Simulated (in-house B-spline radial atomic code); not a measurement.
# wB97X excitations of the carbon ion C²⁺

Method: wB97X. Computed with a B-spline radial code for spherical atoms: linear response of the closed shell [He] 2s2 with the functional's adiabatic kernel; non-relativistic, point nucleus, no spin-orbit coupling, no double excitations, S, P, D and F terms only.

Command:
```bash
python run_td.py task.json out
```
Settings (radii: box in bohr, nucleus in fm):
```
Z                        6
electrons                4
configuration            [He] 2s2
hamiltonian              nr
method                   wb97x
box_radius               29.48
intervals                49
```

Time taken, with all properties: 0.3 s on 1 thread of Arm Neoverse N1 (shared host).

The lowest states, in the order of their Tamm-Dancoff energies; the method's threshold (minus the highest occupied level) is 44.68 eV. Labels give the largest channel, * marks a mixed state, and oscillator strengths are full-response dipole values. Semilocal kernels can invert the small singlet-triplet splittings of Rydberg terms. Energies in eV:

```csv
state,full response,Tamm-Dancoff,oscillator strength
2s → 2p 3P,?,?,-
2s → 2p 1P,11.759,12.271,0.763
2s → 3s 3S,27.997,28.021,-
2s → 3s 1S,?,?,-
2s → 3p 3P,30.12,30.15,-
2s → 3p 1P,30.57,30.59,0.213
2s → 3d 3D,31.87,31.89,-
2s → 3d 1D,32.17,32.18,-
2s → 4s 3S,35.73,35.73,-
2s → 4s 1S,36.02,36.02,-
2s → 4p 3P,36.60,36.61,-
2s → 4p 1P,36.62,36.62,0.082
2s → 4d 3D,37.13,37.14,-
2s → 4f 3F,37.21,37.21,-
2s → 4d 1D,37.23,37.24,-
2s → 4f 1F,37.47,37.47,-
```

Problem. Where does 2s → 3s 1S lie?

Solution. At 29.159 eV in full response, 29.176 eV in Tamm-Dancoff.

Problem. Where does 2s → 2p 3P lie?

Solution. At 4.925 eV in full response, 5.897 eV in Tamm-Dancoff.

Problem. How large is the singlet-triplet splitting of 2s → 2p (P terms) in Tamm-Dancoff?

Solution. 6.37 eV, from the unrounded values.

Problem. What polarisabilities and dispersion coefficient does the method give?

Solution. Dipole 4.459 bohr³, quadrupole 5.306 bohr⁵, C6 7.092 hartree·bohr⁶ for two such species.
